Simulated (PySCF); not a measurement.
## Checking a proposed structure

A compound C6H15PSi gives the data below (simulated from a calculation) and was assigned the structure `C=[P@@]1(C)C[C@@H](C)[C@H]1[SiH3]`.

13C{1H} NMR (computed): δ 44.7 (CH), 43.0 (CH), 22.4 (CH2, 2C), 20.2 (CH3, 2C).

1H NMR (300 MHz, computed): δ 4.09 (m, 3H), 2.36 (m, 2H), 2.22 (m, 1H), 1.91 (m, 2H), 1.47 (m, 1H), 0.81 (d, 6H).

Calculated, not measured (PySCF): coordinates at the GFN2-xTB level, GIAO PBE0/pcSseg-1 shieldings. Non-relativistic Hamiltonian, one conformer, equivalent nuclei averaged, gas phase.

δ = σ(ref) − σ, references computed at the same level: TMS for 1H (σ = 31.72 ppm) and 13C (σ = 186.93 ppm).

(1) Compare with the shifts computed for the proposed structure, pairing carbons in order of shift.

(2) Which isomer fits?

Results:

(1) Structure with atom numbers: `[CH2:1]=[P@@:2]1([CH3:3])[CH2:4][C@@H:5]([CH3:6])[C@H:7]1[SiH3:8]`. Hydrogens are named by the atom that carries them.

```tsv
atom	computed for proposal	given list	difference
C4	49.8	44.7	+5.1
C7	42.5	43.0	-0.5
C5	25.8	22.4	+3.4
C6	24.8	22.4	+2.4
C3	22.4	20.2	+2.2
C1	16.5	20.2	-3.7
```

The rms difference is 3.2 ppm and the largest +5.1 ppm at C4 (sp3 CH2 bonded to P). The proposal also would give 6 carbon signals, not 4. The carbon types in order of shift don't match either: CH2, CH, CH, CH3, CH3, CH2 for the proposal against CH, CH, CH2, CH2, CH3, CH3 in the data. The proposal doesn't fit.

(2) SMILES CC(C)C1CP([SiH3])C1.

1. δC 44.7: sp3 CH in a ring; a saturated carbon with 3 carbon neighbours and no heteroatom attached.
2. δC 20.2: methyl carbon; aliphatic region, no heteroatom directly attached.
3. δH 1.47: hydrogen on an sp3 CH; far from electronegative atoms and π systems.
4. δH 0.81: hydrogen on a methyl carbon; far from electronegative atoms and π systems.

The shifts were computed for this structure.

Splittings by 31P in the carbon and heteronuclear signals aren't shown, as no couplings were computed. Shifts are as computed. Against solution values, carbons near 30 ppm lie about +3 ppm off and those near 130 ppm about +5 ppm. Of 1211 compounds with measured shifts, 218 miss one by over three times the rms of a fit or turn the order of signals round; such compounds aren't used in these exercises. Multiplicities follow the n + 1 count of equivalent neighbours, as no J values were calculated; m marks all less simple cases, F and P coupling included.
